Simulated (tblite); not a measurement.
Species: C₅H₉NOSi.
Atom-mapped SMILES: `[CH3:1][C@@H:2]1[CH:3]=[C:4]([C:5]([NH2:6])=[O:7])[SiH2:8]1` (hydrogens: H9, H10, H11 on C1; H12 on C2; H13 on C3; H14, H15 on N6; H16, H17 on Si8)

A start from a force field or distance geometry was refined with tblite 0.8.0, GFN2-xTB geometry optimisation, gas phase. Values at the start:

```tsv
coordinate	start
C1–C2	1.527 Å
C1–H9	1.132 Å
C2–C3	1.464 Å
C2–Si8	1.817 Å
C2–H12	1.123 Å
C3=C4	1.270 Å
C3–H13	1.119 Å
C4–C5	1.485 Å
C4–Si8	1.788 Å
C5–N6	1.415 Å
C5=O7	1.244 Å
N6–H14	1.061 Å
N6–H15	1.055 Å
Si8–H16	1.472 Å
Si8–H17	1.474 Å
C1–C2–C3	114.8°
C1–C2–Si8	109.0°
C2–C3–C4	102.9°
C3–C4–Si8	95.9°
C4–C5–N6	121.8°
C4–C5–O7	117.0°
C5–C4–Si8	131.6°
N6–C5–O7	121.1°
C1–C2–C3–C4	-109°
C1–C2–Si8–C4	115°
C3–C4–C5–N6	-2°
C3–C4–Si8–C2	1°
```

Question: How do these coordinates change at the GFN2-xTB level?

Answer: 
```csv
coordinate,GFN2-xTB (Å or °),change
C2–Si8,1.949,+0.132
C4–Si8,1.893,+0.105
C3=C4,1.343,+0.073
C5–N6,1.359,-0.056
N6–H14,1.006,-0.055
N6–H15,1.003,-0.052
C1–H9,1.088,-0.044
C2–C3,1.505,+0.041
C3–H13,1.082,-0.037
C2–H12,1.094,-0.029
C5=O7,1.216,-0.028
C4–C5,1.468,-0.017
Si8–H17,1.458,-0.016
Si8–H16,1.460,-0.012
C1–C2,1.523,-0.004
C1–C2–Si8,119.2,+10.2
C4–C5–N6,115.8,-6.0
C4–C5–O7,122.4,+5.4
C2–C3–C4,105.2,+2.3
C5–C4–Si8,133.0,+1.4
C3–C4–Si8,94.9,-1.0
C1–C2–C3,113.9,-0.9
N6–C5–O7,121.9,+0.8
C1–C2–C3–C4,-123,-14
C3–C4–C5–N6,11,+13
C1–C2–Si8–C4,117,+2
C3–C4–Si8–C2,-1,-2
```

The energy falls by 1.234 eV over 74 L-BFGS steps, the largest force on an atom goes from 6.35 to 0.010 eV/Å, and the atoms move by 0.326 Å rms after alignment. The bond that changes most is C2–Si8 (sp3 carbon bound to silicon to SiH2 silicon), which lengthens by 0.132 Å. Bonds longer at the end by more than 0.005 Å: 4 of 17; shorter: 11. Among the dihedrals that turn most is H11–C1–C2–H12, from -138° to 180°. Rotational constants go from 3542, 1134, 927.8 to 3335, 1093, 879.3 MHz.

Hardware: Arm Neoverse V1, one thread, shared host with 32 logical CPUs at a one-minute load of 30. Cost: 0.54 s wall.

Its lowest GFN2-xTB frequency is 9 cm⁻¹, too small to tell a flat minimum from a shallow saddle. The numbers are those of one conformer. 3 starts were optimised and ended at 0.00, 0.01 and 0.36 kcal/mol (GFN2-xTB); the lowest of these is shown.

The numbers are calculated, not measured.
